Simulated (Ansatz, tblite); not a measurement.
Forces on NbTe2 at its PBE0-D4/def2-TZVP geometry. Charge 0, multiplicity 2.

In the def2 sets Nb, Te take a core potential; there is no spin–orbit coupling. The xTB rows come from tblite. At PBE0-D4/def2-TZVP the charge 0 doublet is spin-contaminated (final ⟨S²⟩ up to 1.74, 0.75 for a pure state). The order of the spin states hangs on the level: the quartet lies 0.58 eV below the doublet at PBE0-D4/def2-TZVP, but 0.18 eV above it at GFN1-xTB. The structure comes from a short search, and lower isomers may exist.

GFN1-xTB (tblite), largest force 0.22 eV/Å:

```xyz
3
positions Å, forces eV/Å
Nb    1.473    0.327    0.161    0.215    0.048    0.024
Te   -0.562   -1.305    0.639   -0.100   -0.071    0.018
Te   -0.911    0.977   -0.801   -0.115    0.023   -0.041
```

GFN2-xTB (tblite), largest force 1.24 eV/Å:

```
Nb 1.206 0.268 0.132
Te -0.487 -0.893 0.413
Te -0.719 0.625 -0.545
```

PBE0-D4/def2-TZVP (Ansatz), largest force 0.00 eV/Å:

```
Nb 0.000 0.000 0.000
Te 0.000 0.000 0.000
Te 0.000 0.000 0.000
```
